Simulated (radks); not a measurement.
Rh2+, 43 electrons, occupied as [Kr] 4d6.5 5s0.5 (fractional occupations, a model configuration). All-electron calculation, scalar-relativistic Kohn-Sham, AM05, spin-polarised, spherical densities, finite nucleus; open shells are filled with parallel spins first (spin-orbit coupling, left out, can overturn this in heavy ions); Fermi nuclear charge, rms radius 4.4945 fm. Program: a radial shooting solver on a logarithmic mesh with Libxc functionals.

Normalised radial functions P(r) = r R(r), r in bohr:

r	5s down
0.001712	0.0232
0.002283	0.0297
0.003046	0.0376
0.004062	0.0469
0.005461	0.0579
0.007284	0.0692
0.009715	0.0798
0.01296	0.0873
0.01728	0.0880
0.02305	0.0768
0.03074	0.0486
0.041	0.0006
0.05469	-0.0625
0.07294	-0.1225
0.09729	-0.1464
0.1308	-0.0960
0.1745	0.0314
0.2327	0.1748
0.3103	0.2167
0.4139	0.0737
0.5521	-0.1871
0.7363	-0.3469
0.9821	-0.2155
1.31	0.1658
1.747	0.5491
2.349	0.7047
3.133	0.5780
4.178	0.3169
5.573	0.1084
7.433	0.0204
9.914	0.0018

5s down (empty): eigenvalue -19.335 eV, 4 radial nodes at r = 0.0411, 0.164, 0.451, 1.17 bohr, <r> = 2.68 bohr, 90 % of the charge inside 3.90 bohr.
